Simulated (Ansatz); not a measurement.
Ansatz (a program for electronic structure) input (B3LYP-D3(BJ)/def2-TZVP):

Ansatz 0.2 input:
```yaml
crystal:
  periodic: [false, false, false]
  atoms:
    - {symbol: Si, position_ang: [-0.07692168, -0.21949509, 0.68392906]}
    - {symbol: C, position_ang: [1.73752325, 0.14386574, 0.07553384]}
    - {symbol: C, position_ang: [-0.70550018, -1.43018422, -0.70736436]}
    - {symbol: C, position_ang: [-0.99435216, 1.43018266, 0.21666801]}
    - {symbol: O, position_ang: [-0.22619577, -0.70538988, 2.12451745]}
    - {symbol: H, position_ang: [1.75862661, 0.48963391, -0.94999788]}
    - {symbol: H, position_ang: [2.31137540, -0.76851332, 0.16919023]}
    - {symbol: H, position_ang: [2.16097008, 0.89656545, 0.72720816]}
    - {symbol: H, position_ang: [-0.56508510, -1.01550478, -1.69726707]}
    - {symbol: H, position_ang: [-1.75615515, -1.61942047, -0.53194928]}
    - {symbol: H, position_ang: [-0.15781514, -2.35853926, -0.61475726]}
    - {symbol: H, position_ang: [-2.04959067, 1.29540821, 0.41531516]}
    - {symbol: H, position_ang: [-0.84826250, 1.69691407, -0.82248253]}
    - {symbol: H, position_ang: [-0.61472221, 2.21824874, 0.85394999]}
basis:
  gaussian:
    orbitals: def2-TZVP
hamiltonian:
  xc: b3lyp
  dispersion: d3bj
magnetization: {spin_polarized: true, initial_magnetization: 1}
relax: {f_tol: 0.002, max_steps: 150}
```

End of the output:

```
Atom 0 at    -0.037466    -0.121606     0.439140 Å, force     0.001282     0.000991     0.001231 eV/Å
Atom 1 at     1.778342     0.163375     0.085399 Å, force    -0.000185     0.000085     0.000399 eV/Å
Atom 2 at    -0.735765    -1.489314    -0.662215 Å, force    -0.000315    -0.000728    -0.000395 eV/Å
Atom 3 at    -1.004860     1.467167     0.230775 Å, force     0.000515    -0.000190    -0.000631 eV/Å
Atom 4 at    -0.272918    -0.792211     1.941533 Å, force    -0.000275    -0.000022    -0.000060 eV/Å
Atom 5 at     1.917956     0.546587    -0.928677 Å, force    -0.000103     0.000102    -0.000246 eV/Å
Atom 6 at     2.345539    -0.763606     0.183673 Å, force    -0.000252    -0.000009    -0.000013 eV/Å
Atom 7 at     2.201980     0.894018     0.777570 Å, force    -0.000061     0.000043    -0.000224 eV/Å
Atom 8 at    -0.636685    -1.159733    -1.700322 Å, force     0.000096     0.000181    -0.000377 eV/Å
Atom 9 at    -1.788917    -1.668208    -0.448846 Å, force    -0.000412    -0.000218    -0.000145 eV/Å
Atom 10 at    -0.183429    -2.419474    -0.534080 Å, force    -0.000044     0.000214     0.000105 eV/Å
Atom 11 at    -2.068173     1.303748     0.413224 Å, force    -0.000396    -0.000140     0.000259 eV/Å
Atom 12 at    -0.885840     1.860717    -0.781985 Å, force    -0.000065    -0.000089     0.000058 eV/Å
Atom 13 at    -0.655871     2.232313     0.927303 Å, force     0.000217    -0.000222     0.000039 eV/Å
Dipole moment:     0.057455     0.174046    -0.459294 e Å
```

It need not be the lowest isomer of its formula.
